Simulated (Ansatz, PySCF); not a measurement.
Process, species as SMILES: [CH2]OB(C)C → [CH2]B(C)OC
Each molecule is optimised on its own at B3LYP-D3(BJ)/def2-TZVP (Ansatz, a program for electronic structure), one conformer each, not searched for the lowest. Frequencies are from Ansatz or PySCF.

Property: isomerisation energy (enthalpy at 298 K, with B3LYP-D3(BJ) rigid-rotor harmonic-oscillator terms), in kJ/mol. Cores are frozen in the correlated levels unless marked. Open shells are spin-unrestricted. No spin-orbit coupling. Non-relativistic unless marked X2C. Basis-set limits of correlation are two-point, X^-3; Hartree-Fock from the larger set.

| level | program | isomerisation energy (kJ/mol) |
|---|---|---|
| r2SCAN-D3(BJ)/def2-TZVPD | Ansatz + dftd3 | 5.3 |
| B3LYP-D3(BJ)/def2-TZVPD | Ansatz + dftd3 | 2.7 |
| PBE0/def2-SVP | Ansatz | 7.3 |
| PBE0-D3(BJ)/def2-TZVPD | Ansatz + dftd3 | 5.7 |
| r2SCANh-D4/def2-TZVPD | Ansatz + dftd4 | 5.0 |
| HSE06-D4/def2-TZVPD | Ansatz + dftd4 | 5.7 |
| CAM-B3LYP-D4/def2-TZVPD | Ansatz + dftd4 | (withheld) |
| wB97M-V/def2-TZVPD | Ansatz | (withheld) |
| B2PLYP/def2-TZVPD | Ansatz | 1.4 |
| RPA@PBE/cc-pVTZ | Ansatz | -6.0 |
| CCSD/6-31G* | Ansatz | -6.3 |
| CCSD/cc-pVDZ | Ansatz | -4.6 |
| CCSD/cc-pVTZ | Ansatz | -3.0 |
| X2C-CCSD(T)/cc-pVTZ-DK | Ansatz | (withheld) |
| CCSD(T)/CBS(cc-pVTZ,cc-pVQZ) | Ansatz | (withheld) |

### Question
Complete the blanks.

### Answer

- CAM-B3LYP-D4/def2-TZVPD, isomerisation energy (kJ/mol): 3.5
- wB97M-V/def2-TZVPD, isomerisation energy (kJ/mol): 2.6
- X2C-CCSD(T)/cc-pVTZ-DK, isomerisation energy (kJ/mol): -1.5
- CCSD(T)/CBS(cc-pVTZ,cc-pVQZ), isomerisation energy (kJ/mol): -0.4
